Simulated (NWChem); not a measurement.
# C₂H₅BFNO; SMILES NB(O)/C=C/F

```xyz
11

N     -0.9836     2.1159    -0.0982
B     -0.0273     1.0857     0.0629
O      1.3075     1.4614     0.1055
C     -0.4963    -0.4117     0.1781
C      0.2984    -1.4475    -0.1371
F     -0.0868    -2.7339    -0.0711
H     -1.9773     1.9413    -0.2273
H     -0.7109     3.0938    -0.1932
H      1.8783     0.7255     0.3799
H     -1.5263    -0.6676     0.4847
H      1.3421    -1.3627    -0.4944
```
Atoms are numbered in this order, from 1.

All runs: NWChem. Pople sets run with spherical d functions. STO-3G and 3-21G are far too small for this property and stand as cheap habits. Coordinates come from a PBE-D3(BJ)/def2-SVP optimisation. Field at 589 nm.

Problem. Among these, which level gives the highest value of “anisotropy (bohr³)”?
A) B3LYP/def2-SVP
B) B3LYP/6-31G*
C) B3LYP/STO-3G

Solution. B, B3LYP/6-31G*. Values: B3LYP/STO-3G 35.2; B3LYP/def2-SVP 35.4; B3LYP/6-31G* 37.6
